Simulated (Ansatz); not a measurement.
One change: `O[SiH2]I` becomes `[SiH3]I`.

Ansatz, PBE0-D4/def2-TZVP geometries, multiplicity 1. Each molecule was computed in one conformer, which needn't be the lowest.

Elements past krypton have def2 core potentials.

| property | `O[SiH2]I` |
| --- | --- |
| LUMO energy (ωB97M-V/def2-TZVPP) / eV | 1.50 |
| HOMO–LUMO gap (ωB97M-V/def2-TZVPP) / eV | 11.32 |
| HOMO energy (PBE/def2-TZVPP) / eV | -6.54 |
| HOMO energy (ωB97M-V/def2-TZVPP) / eV | -9.82 |
| ideal-gas entropy at 298 K and 1 bar (rigid rotor, harmonic PBE0-D4/def2-TZVP) / J/(mol·K) | 310 |
| HOMO–LUMO gap (PBE/def2-TZVPP) / eV | 5.40 |

(1) What does the change do to each property? (An estimate is asked.)

Answers

(1) Ansatz gave: 
| property | `[SiH3]I` | shift |
| --- | --- | --- |
| LUMO energy (ωB97M-V/def2-TZVPP) / eV | 0.98 | -0.52 |
| HOMO–LUMO gap (ωB97M-V/def2-TZVPP) / eV | 10.83 | -0.49 |
| HOMO energy (PBE/def2-TZVPP) / eV | -6.60 | -0.06 |
| HOMO energy (ωB97M-V/def2-TZVPP) / eV | -9.86 | -0.04 |
| ideal-gas entropy at 298 K and 1 bar (rigid rotor, harmonic PBE0-D4/def2-TZVP) / J/(mol·K) | 271 | -39 |
| HOMO–LUMO gap (PBE/def2-TZVPP) / eV | 4.97 | -0.43 |

The zero-point energy changes by -18.1 kJ/mol with -3 modes.

Spin–orbit coupling is left out; it splits and shifts lone-pair levels of the heavy atoms by tenths of an eV.
